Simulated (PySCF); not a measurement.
B(F)(GeH3)(OH) (BFGeH4O), SMILES F[B](O)[GeH3]. The structure is a stationary point at PBE-D3(BJ)/def2-SVP. The values are those of a single conformer.

Task: Give the equilibrium geometry at PBE-D3(BJ)/def2-SVP (PySCF confirms it by a frequency run) as bond lengths and angles, and its point group. (Estimate from the structure and the level; the computed values follow.)

Result: This is not unique; one that fits is point group Cs.
Atoms: B1 F2 Ge3 H4 H5 H6 O7 H8. Bonds (Å): B1–F2 1.348, B1–Ge3 2.080, B1–O7 1.355, Ge3–H4 1.553, Ge3–H5 1.553, Ge3–H6 1.550, O7–H8 0.980. Angles (°): F2–B1–Ge3 120.3, F2–B1–O7 119.3, Ge3–B1–O7 120.4, B1–Ge3–H4 110.7, B1–Ge3–H5 110.7, B1–Ge3–H6 112.0, H4–Ge3–H5 106.8, H4–Ge3–H6 108.2, H5–Ge3–H6 108.2, B1–O7–H8 111.8.
Charge 0, spin multiplicity 1.
